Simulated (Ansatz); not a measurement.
```xyz
2

Al    0.0000    0.0000   -0.1286
H     0.0000    0.0000    1.6724
```

Basis set: def2-TZVP (spherical functions). Frozen core: 5 orbitals. Charge 0, multiplicity 1.

Computed with Ansatz (development build ahead of 0.2.0); each method stands on the lowest determinant of its kind that the runs found. Restricted open shells among the atoms or ions are ROHF, correlated in semicanonical orbitals with singles.

The atomization energy at this shape (free ground-state atoms in the same class of orbitals less the molecule, no zero-point energy) of singlet AlH:

```csv
method,atomization energy
RHF-MP2,2.79 eV
```

Problem. What does RHF give?

Solution. 2.27 eV.
